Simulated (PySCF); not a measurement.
C2H3O (SMILES C[C]=O), doublet (typed; the unrestricted solution is spin-contaminated), geometry from GFN2-xTB; PBE/cc-pVDZ (PySCF).

PySCF was given this input:
```python
from pyscf import gto, scf, dft

mol = gto.Mole()
mol.atom = '''
    C    -0.982806   -0.640317    0.009182
    C     0.008928    0.456806    0.003562
    H    -0.514694   -1.629554   -0.005653
    H    -1.602347   -0.538696    0.898221
    H    -1.628027   -0.524487   -0.859623
    O     1.198543    0.474226   -0.013676
'''
mol.basis = 'cc-pvdz'
mol.charge = 0
mol.spin = 1
mol.verbose = 4
mol.symmetry = True
mol.build()

mf = dft.UKS(mol)
mf.xc = 'pbe'
mf.irrep_nelec = {"A'": (11, 9), 'A"': (1, 2)}
mf.kernel()
mf.analyze()
```

What the program printed (banner, timings and long lists left out):

```
PySCF version 2.14.0

[INPUT] verbose = 4
[INPUT] num. atoms = 6
[INPUT] num. electrons = 23
[INPUT] charge = 0
[INPUT] spin (= nelec alpha-beta = 2S) = 1
[INPUT] symmetry True subgroup None
[INPUT] Mole.unit = angstrom
[INPUT] Symbol           X                Y                Z      unit          X                Y                Z       unit  Magmom
[...]
nuclear repulsion = 63.0124548875497
point group symmetry = Cs
symmetry origin: [6.57296043e-07 4.10810027e-07 8.21620054e-08]
symmetry axis x: [ 0.47873076 -0.8778487  -0.01408942]
symmetry axis y: [ 0.87784025  0.47886985 -0.00895344]
symmetry axis z: [ 0.01460676 -0.00808197  0.99986065]
num. orbitals of irrep A' = 39
num. orbitals of irrep A" = 18
number of shells = 24
number of NR pGTOs = 99
number of NR cGTOs = 57
basis = cc-pvdz
ecp = {}

******** <class 'pyscf.dft.uks_symm.SymAdaptedUKS'> ********
method = SymAdaptedUKS
initial guess = minao
damping factor = 0
level_shift factor = 0
DIIS = <class 'pyscf.scf.diis.CDIIS'>
diis_start_cycle = 1
diis_space = 8
diis_damp = 0
SCF conv_tol = 1e-09
SCF conv_tol_grad = None
SCF max_cycles = 50
direct_scf = True
direct_scf_tol = 1e-13
number electrons alpha = 12  beta = 11
irrep_nelec {"A'": (11, 9), 'A"': (1, 2)}
XC library pyscf.dft.libxc version 7.1.2
    S. Lehtola, C. Steigemann, M. J. T. Oliveira, and M. A. L. Marques,  SoftwareX 7, 1–5 (2018)
XC functionals = pbe
    J. P. Perdew, K. Burke, and M. Ernzerhof,  Phys. Rev. Lett. 77, 3865 (1996)
    J. P. Perdew, K. Burke, and M. Ernzerhof,  Phys. Rev. Lett. 78, 1396 (1997)
    J. P. Perdew, K. Burke, and M. Ernzerhof,  Phys. Rev. Lett. 77, 3865 (1996)
    J. P. Perdew, K. Burke, and M. Ernzerhof,  Phys. Rev. Lett. 78, 1396 (1997)
radial grids:
    Treutler-Ahlrichs [JCP 102, 346 (1995); DOI:10.1063/1.469408] (M4) radial grids

becke partition: Becke, JCP 88, 2547 (1988); DOI:10.1063/1.454033
pruning grids: <function nwchem_prune>
grids dens level: 3
symmetrized grids: True
atomic radii adjust function: <function treutler_atomic_radii_adjust>
small_rho_cutoff = 0
Freeze 23 electrons in irreps ["A'", 'A"']
    0 free electrons in irreps
Set gradient conv threshold to 3.16228e-05
tot grids = 71744
init E= -153.222097437247

cycle= 1 E= -152.555481991107  delta_E= 0.667  |g|= 0.326  |ddm|= 5.97

cycle= 2 E= -152.3187004612  delta_E= 0.237  |g|= 0.825  |ddm|= 2.03

cycle= 3 E= -152.565726177852  delta_E= -0.247  |g|= 0.245  |ddm|= 0.933

[...]
converged SCF energy = -152.601699335469  <S^2> = 1.7606232  2S+1 = 2.8359289
Total Energy =                        -152.601699335468879
[...]
beta  MO #24 (A' #18), energy= 0.527646322829805 occ= 0
beta  MO #25 (A" #7), energy= 0.534187324027174 occ= 0
beta  MO #26 (A' #19), energy= 0.559662117632 occ= 0
beta  MO #27 (A' #20), energy= 0.567189537061731 occ= 0
beta  MO #28 (A' #21), energy= 0.700918737489396 occ= 0
beta  MO #29 (A' #22), energy= 0.737252622778343 occ= 0
beta  MO #30 (A" #8), energy= 0.776000557283538 occ= 0
beta  MO #31 (A' #23), energy= 0.846953473340819 occ= 0
beta  MO #32 (A" #9), energy= 0.865020139808335 occ= 0
beta  MO #33 (A' #24), energy= 0.930870619808474 occ= 0
beta  MO #34 (A" #10), energy= 1.08652385862427 occ= 0
beta  MO #35 (A' #25), energy= 1.11786698480889 occ= 0
beta  MO #36 (A' #26), energy= 1.24759635912334 occ= 0
beta  MO #37 (A" #11), energy= 1.28563830618343 occ= 0
beta  MO #38 (A" #12), energy= 1.29229490808189 occ= 0
beta  MO #39 (A' #27), energy= 1.43072235870856 occ= 0
beta  MO #40 (A' #28), energy= 1.51368890929314 occ= 0
beta  MO #41 (A" #13), energy= 1.51808878946704 occ= 0
beta  MO #42 (A' #29), energy= 1.52444863390022 occ= 0
beta  MO #43 (A' #30), energy= 1.63280119091455 occ= 0
beta  MO #44 (A" #14), energy= 1.69982222109628 occ= 0
beta  MO #45 (A' #31), energy= 1.72383784063645 occ= 0
beta  MO #46 (A' #32), energy= 1.87814908382574 occ= 0
beta  MO #47 (A' #33), energy= 2.03874991718822 occ= 0
beta  MO #48 (A" #15), energy= 2.05109869356021 occ= 0
beta  MO #49 (A' #34), energy= 2.12818920785329 occ= 0
beta  MO #50 (A' #35), energy= 2.2901013929772 occ= 0
beta  MO #51 (A" #16), energy= 2.29172053858669 occ= 0
beta  MO #52 (A' #36), energy= 2.39274177400599 occ= 0
beta  MO #53 (A" #17), energy= 2.46217598850846 occ= 0
beta  MO #54 (A' #37), energy= 2.46659609363112 occ= 0
beta  MO #55 (A" #18), energy= 2.87559541404932 occ= 0
beta  MO #56 (A' #38), energy= 3.00266234329873 occ= 0
beta  MO #57 (A' #39), energy= 3.24793519169265 occ= 0
 ** Mulliken pop alpha/beta on meta-lowdin orthogonal AOs **
 ** Mulliken pop       alpha | beta **
In total            12.00000 | 11.00000
 ** Mulliken atomic charges   ( Nelec_alpha | Nelec_beta ) **
charge of  0C =     -0.30424  (     3.11749      3.18675 )
charge of  1C =      0.29606  (     3.22705      2.47689 )
charge of  2H =      0.08686  (     0.52314      0.39000 )
charge of  3H =     -0.01001  (     0.60350      0.40651 )
charge of  4H =     -0.01001  (     0.60350      0.40651 )
charge of  5O =     -0.05867  (     3.92533      4.13333 )
Dipole moment(X, Y, Z, Debye):  2.06836,  0.24507, -0.02823
```
